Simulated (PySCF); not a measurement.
A GIAO shielding run with PySCF 2.14 (density fitting, non-relativistic, gas phase) on SMILES C[C@](F)(Cl)CC[SiH3], C4H10ClFSi:

```
$ OMP_NUM_THREADS=1 python probes_run.py task.json out

{"job": {"kind": "nmr", "xc": "PBE0", "basis": "pcSseg-1"}, "charge": 0, "multiplicity": 1}
C     -2.177412     0.071059     1.047113
C     -1.494324    -0.339342    -0.242452
F     -2.263158     0.097304    -1.297398
Cl    -1.483439    -2.134703    -0.358681
C     -0.079850     0.198212    -0.440847
C      0.906877    -0.239260     0.632822
Si     2.680707     0.354067     0.268956
H     -1.671216    -0.369127     1.900163
H     -2.164940     1.156108     1.131326
H     -3.210332    -0.269495     1.035092
H     -0.151088     1.288773    -0.466920
H      0.263024    -0.134012    -1.423560
H      0.892684    -1.327442     0.706006
H      0.584617     0.143992     1.601811
H      2.681004     1.816702     0.196215
H      3.129959    -0.205534    -1.005737
H      3.549890    -0.095273     1.355643
```

Hardware: 1 thread of an Arm Neoverse N1, shared host. The job also computes population analyses, field gradients.

**Question.** How large is the calculation?

**Answer.** 74 electrons, 183 basis functions and 995 auxiliary functions.

**Question.** How long does it take, and how much memory does it need?

**Answer.** 66 s of wall time, with 14 SCF cycles and 4 response iterations; peak memory 0.88 GiB. Times on a shared host scatter by some tens of per cent.
